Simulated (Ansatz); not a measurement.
`FC[SiH2]CI` and `B[SiH2]CF` differ in one atom or group.

Ansatz, PBE0-D4/def2-TZVP geometries, multiplicity 1. Each molecule was computed in one conformer, which needn't be the lowest.

Elements past krypton have def2 core potentials.

```json
{"property": "LUMO energy (PBE/def2-TZVPP) / eV", "`FC[SiH2]CI`": "-2.03"}
{"property": "size of the dipole moment (B3LYP/def2-TZVPP) / D", "`FC[SiH2]CI`": "1.37"}
{"property": "HOMO energy (ωB97M-V/def2-TZVPP) / eV", "`FC[SiH2]CI`": "-9.52"}
{"property": "LUMO energy (ωB97M-V/def2-TZVPP) / eV", "`FC[SiH2]CI`": "0.77"}
{"property": "HOMO–LUMO gap (PBE/def2-TZVPP) / eV", "`FC[SiH2]CI`": "4.19"}
{"property": "HOMO–LUMO gap (ωB97M-V/def2-TZVPP) / eV", "`FC[SiH2]CI`": "10.29"}
```

(1) What does the change do to each property? (An estimate is asked.)

Results:

(1) Ansatz gave: 
```tsv
property	`B[SiH2]CF`	shift
LUMO energy (PBE/def2-TZVPP) / eV	-3.63	-1.60
size of the dipole moment (B3LYP/def2-TZVPP) / D	1.93	0.56
HOMO energy (ωB97M-V/def2-TZVPP) / eV	-10.54	-1.02
LUMO energy (ωB97M-V/def2-TZVPP) / eV	-0.66	-1.43
HOMO–LUMO gap (PBE/def2-TZVPP) / eV	3.27	-0.92
HOMO–LUMO gap (ωB97M-V/def2-TZVPP) / eV	9.88	-0.41
```

With PBE0 the HOMO falls by 0.95 eV and the LUMO falls by 1.49 eV, so the gap narrows by about 0.54 eV. PBE moves the HOMO by -0.67 eV and ωB97M-V by -1.02 eV. Dipoles are sizes alone; their direction can turn.

B3LYP here is the variant with VWN-RPA as its local correlation; programs differ in this.

Spin–orbit coupling is left out; it splits and shifts lone-pair levels of the heavy atoms by tenths of an eV.
